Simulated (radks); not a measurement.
Spherical quantum dot in the effective-mass picture: electrons in a hard-walled sphere of radius 8.67, with a point charge +2 (a donor) at the centre, all in effective atomic units (hartree* = m*/eps^2 hartree, bohr* = eps/m* bohr), one dielectric constant everywhere. Method: non-relativistic Kohn-Sham, LDA (Slater exchange, Perdew-Wang correlation), spin-polarised, spherical densities; computed with a radial shooting solver with Libxc functionals. Levels are named by radial order and angular momentum (1s, 1p, 1d, 2s, ...), and open shells are averaged over m.

N = 5, configuration 1s2 1p(up 1, down 0) 2s2. This is the lowest configuration that the search found. Occupied and some empty levels:

| level | occupation | eigenvalue (hartree*) | <r> (bohr*) |
|---|---|---|---|
| 1s up | 1 | 0.027660 | 0.9873 |
| 1s down | 1 | 0.028385 | 0.9830 |
| 2s up | 1 | 0.44516 | 5.362 |
| 2s down | 1 | 0.45823 | 5.369 |
| 1p up | 1 | 0.47912 | 5.466 |
| 1p down | 0 | 0.49218 | 5.472 |
| 1d up | 0 | 0.55488 | 5.843 |
| 1d down | 0 | 0.56775 | 5.855 |
| 1f up | 0 | 0.65033 | 6.100 |
| 1f down | 0 | 0.66279 | 6.111 |
| 2p up | 0 | 0.74800 | 4.393 |
| 2p down | 0 | 0.75794 | 4.374 |
| 1g up | 0 | 0.76471 | 6.301 |
| 1g down | 0 | 0.77671 | 6.312 |

Energy (hartree*): total -2.10277, kinetic 3.1322, external -7.8492, Hartree 3.9535, exchange-correlation -1.3392.
